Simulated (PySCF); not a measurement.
F₃Re, SMILES [F][Re]([F])[F] (connectivity only; charge and spin as stated), neutral, multiplicity 5.

Coordinates come from a B3LYP-D3(BJ)/def2-TZVP optimisation. The multiplicity is an assumed one; other spin states were not compared. The def2 effective core potentials stand for the cores of Re; spin–orbit coupling is left out.

Level of theory: TDA-PBE0/def2-SVPD (PySCF).

Vertical excitations. Gas-phase values at a fixed geometry.

```
state    energy (eV)  λ (nm)      f            main pairs
-------  -----------  ------  -----  --------------------
root 1          1.99     624  0.003      α HOMO→LUMO 98 %
root 2          2.66     465  0.000    α HOMO−1→LUMO 99 %
root 3          3.49     355  0.002    α HOMO−2→LUMO 99 %
root 4          4.21     295  0.004    α HOMO−3→LUMO 99 %
root 5          5.18     239  0.001    α HOMO→LUMO+2 96 %
root 6          5.25     236  0.025    α HOMO→LUMO+1 99 %
root 7          5.56     223  0.001  α HOMO−1→LUMO+2 96 %
root 8          5.64     220  0.000     β HOMO→LUMO 100 %
root 9          5.81     214  0.007  α HOMO−1→LUMO+1 97 %
root 10         6.08     204  0.000    β HOMO→LUMO+1 98 %
```
Unrestricted roots are not spin-pure.
